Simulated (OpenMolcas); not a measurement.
An atom or ion with 15 electrons was computed by XMS-CASPT2, IPEA 0.25 Eh, imaginary shift 0.1 Eh with spin-orbit coupling (OpenMolcas, ANO-RCC-VTZP, DKH2). The lowest levels that the run gave, each within 12 % of the measured value where one is at hand:

| J | Parity | E (cm-1) | g |
| --- | --- | --- | --- |
| 3/2 | odd | 0.0 | 2.002 |
| 3/2 | odd | 22070 | 0.804 |
| 5/2 | odd | 22190 | 1.200 |
| 1/2 | odd | 35630 | 0.666 |
| 3/2 | odd | 35740 | 1.330 |
| 5/2 | even | 117700 | 1.601 |
| 3/2 | even | 118650 | 1.735 |
| 1/2 | even | 119190 | 2.670 |
| 3/2 | even | 156000 | 0.800 |
| 5/2 | even | 156030 | 1.201 |
| 1/2 | even | 187300 | 1.998 |
| 3/2 | even | 201150 | 1.334 |

Question: Which ion is it, and what are the configurations and terms?

Answer: Ar3+ (Z = 18, charge +3; active space 5 electrons in 4 orbitals (3s 3p)). J, parity and g give the terms where levels are pure, and mixed ones are named by the computed weights; the size of the splittings, set against known spectra of the 15-electron sequence, gives the charge. In order, with the measured energies in cm-1 (Saloman, J. Phys. Chem. Ref. Data 39, 033101 (2010)): 3s2 3p3 4S* 3/2, 3s2 3p3 2D* 3/2 (21091), 3s2 3p3 2D* 5/2 (21220), 3s2 3p3 2P* 1/2 (34855), 3s2 3p3 2P* 3/2 (35032), 3s 3p4 4P 5/2 (117563), 3s 3p4 4P 3/2 (118516), 3s 3p4 4P 1/2 (119043), 3s 3p4 2D 3/2 (145921), 3s 3p4 2D 5/2 (145999), 3s 3p4 2S 1/2 (177832), 3s 3p4 2P 3/2 (222956).

CASPT2 breaks the degeneracy within a term, and the mean is taken; among the terms shown or strongly mixed into the levels shown the widest spread is 2200 cm-1 (3s 3p4 2D). Over all roots computed the reference weight is 0.88 to 0.97; the roots of lowest weight are the least certain, and an intruder state may touch them. Terms of s pⁿ other than that of highest spin mix with s² pⁿ⁻² d, which this space lacks; all of them can be thousands of cm-1 off, and some have no real level of that name. Measured partners are found by configuration, term and J. A level has none where our copy of the source lacks it or the pairing is in doubt (some pairs that miss far off the trend of their configuration count as doubtful), and it then counts in no deviation. Only configurations of the active space appear.

* marks odd parity.
